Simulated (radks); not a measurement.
Problem. Coherent X-ray form factor from a spherical all-electron density. All-electron calculation, scalar-relativistic Kohn-Sham, r2SCAN, spin-polarised, spherical densities, finite nucleus; meta-GGA in the generalised Kohn-Sham scheme; Fermi nuclear charge, rms radius of each element as measured or else 0.836 A^(1/3) + 0.57 fm. Program: a radial shooting solver on a logarithmic mesh with Libxc functionals.

sin(theta)/lambda (1/angstrom),f0 (electrons)
0.05,40.013
0.1,37.658
0.15,34.918
0.2,32.284
0.25,29.874
0.3,27.705
0.4,24.101
0.5,21.344
0.6,19.148
0.8,15.521
1,12.426
1.25,9.443
1.5,7.520
2,5.674

The species is in the configuration that NIST lists as its ground one. Which atom or ion scatters so?

Solution. Neutral niobium, [Kr] 4d4 5s1. Extrapolating in s^2 from the first two rows gives f0(0) = 40.8, near the electron count 41; among species with that count, the fall with angle is slower the higher Z, and the table is that of Z = 41; from so few rows the species is fixed only to a neighbour or two.
